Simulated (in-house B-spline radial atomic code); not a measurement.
A radial electron density 4πr²n(r) was computed for an atom or ion in its tabulated ground configuration with an all-electron radial atomic-structure program (B-spline basis); method: non-relativistic PW91, spin-polarised, spherical fractional occupations. Columns: r (bohr), 4πr²n(r) (electrons per bohr), bar.

```
 0.00482   0.3622 #
 0.00584   0.5178 ##
 0.00706    0.733 ##
 0.00854    1.032 ###
  0.0103    1.434 ####
  0.0125    1.995 ######
  0.0151     2.72 ########
  0.0183    3.677 ###########
  0.0221    4.859 ###############
  0.0268    6.327 ###################
  0.0324    8.001 ########################
  0.0392    9.829 ##############################
  0.0474    11.64 ###################################
  0.0574    13.23 ########################################
  0.0694    14.28 ###########################################
   0.084    14.55 ############################################
   0.102    13.86 ##########################################
   0.123    12.42 ######################################
   0.149    10.58 ################################
    0.18     9.09 ###########################
   0.218    8.546 ##########################
   0.263    9.214 ############################
   0.319    10.77 #################################
   0.386    12.24 #####################################
   0.467    12.66 ######################################
   0.565    11.49 ###################################
   0.683    8.981 ###########################
   0.826    5.973 ##################
       1    3.408 ##########
    1.21     1.85 ######
    1.46    1.252 ####
    1.77    1.189 ####
    2.14    1.223 ####
    2.59    1.103 ###
    3.13   0.8243 ##
    3.79   0.4996 ##
    4.59   0.2466 #
    5.55   0.1016 
    6.72  0.03503 
    8.13  0.01029 
    9.83 0.002289 
    11.9 0.0003079
```

Question: Which atom or ion is it?
A. P2+
B. Al+
C. Al
D. Si

Answer: C. The area under the curve, ∫4πr²n dr = ∫r·4πr²n d(ln r) on this logarithmic grid, is 13 electrons; among the options with that count, the innermost peak, which lies near 1/Z bohr, picks Z = 13. The configuration is [Ne] 3s2 3p1.
